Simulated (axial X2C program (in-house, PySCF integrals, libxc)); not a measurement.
## Low determinants of ZrBr at the PBE0 level, 2c

Computed with an axial X2C code built on PySCF integrals. Two-component (2c) means X2C with spin–orbit coupling and atomic mean-field two-electron Coulomb and Gaunt terms. Basis: Zr dyall-cv3z [11s12p9d6f3g], Br dyall-cv3z [8s9p6d4f1g] (cores contracted in-house); Gaussian nuclei, density fitting, unrestricted open shells. Masses: Zr 89.905 u, Br 78.918 u.

Search at 2.487 Å (vertical energies from the lowest determinant):

```
ΔE (eV)    state  electrons beyond evenly filled partner blocks  electrons in ±ω = 1/2, 3/2, 5/2, 7/2
   0.00  Ω = 3/2                     ω = 1/2, ω = -3/2, ω = 5/2                             49 21 5 0
   0.06  Ω = 3/2                                        ω = 3/2                             50 21 4 0
   0.22  Ω = 9/2                      ω = 1/2, ω = 3/2, ω = 5/2                             49 21 5 0
   0.23  Ω = 1/2                                        ω = 1/2                             49 22 4 0
   0.25  Ω = 5/2                                        ω = 5/2                             50 20 5 0
   0.58  Ω = 1/2                          2 × ω = -1/2, ω = 3/2                             50 21 4 0
   0.67  Ω = 7/2                           2 × ω = 1/2, ω = 5/2                             50 20 5 0
```

Lowest determinant, Ω = 3/2 (⟨Sz⟩ = 1.50, ⟨Lz⟩ = 0.00 at PBE0): Re = 2.478 Å, ωe = 275.6 cm⁻¹.

The determinant in row 2 of the search, Ω = 3/2 (⟨Sz⟩ = -1.50, ⟨Lz⟩ = 3.00 at PBE0), was followed along the bond at PBE0; measured from the minimum of the lowest determinant it gives:

Te = 0.061 eV (496 cm⁻¹), Re = 2.511 Å, ωe = 265.4 cm⁻¹.

(1) Compare the bond of the determinant in row 2 with that of the lowest one.

The search compares states at one distance, so a state with another bond length can lie lower; it is not exhaustive and yields mostly the lowest determinant of each block pattern, so other components and higher states of one pattern are missing. These are energies of single determinants, not of spin-adapted states; PBE0 term energies can be off by some tenths of an eV, and the functional has no current term. The lowest determinant need not be the ground state where others lie within half an eV.

Results:

(1) At PBE0 its Re is 0.033 Å longer and its force constant, which goes as ωe², is 0.93 times that of the lowest determinant. T0 ≈ Te + Δωe/2 = 496 + (-5) = 491 cm⁻¹.
